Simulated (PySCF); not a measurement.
C₂H₃AlF₄O. Atoms are numbered in the order given.

```xyz
11

Al     0.5232     0.0759     0.4871
C     -1.1700     0.4990    -0.4970
F     -1.8015     1.5852    -0.0243
F     -2.0484    -0.5195    -0.4310
F     -0.9377     0.7240    -1.8044
F      0.9967     1.0607     1.7320
O      1.3794    -1.2634    -0.0068
C      2.4850    -2.0892     0.1495
H      3.0753    -2.1197    -0.7818
H      3.1505    -1.7535     0.9641
H      2.1647    -3.1205     0.3746
```
Charge 0, spin multiplicity 1.

Coordinates come from a PBE0-D3(BJ)/def2-SVP optimisation. Other conformers were not sampled.

Calculation: HF/def2-TZVP (PySCF).

The molecule is in vacuum.

The total energy is -792.39708 hartree and the highest occupied level comes out as -12.80 eV. The lowest empty level is 1.91 eV and the orbital gap is 14.71 eV. The dipole moment is 3.10 D. The quadrupole, principal values (traceless, Buckingham form, about the centre of nuclear charge) is -10.41, 3.87, 6.53 D·Å.
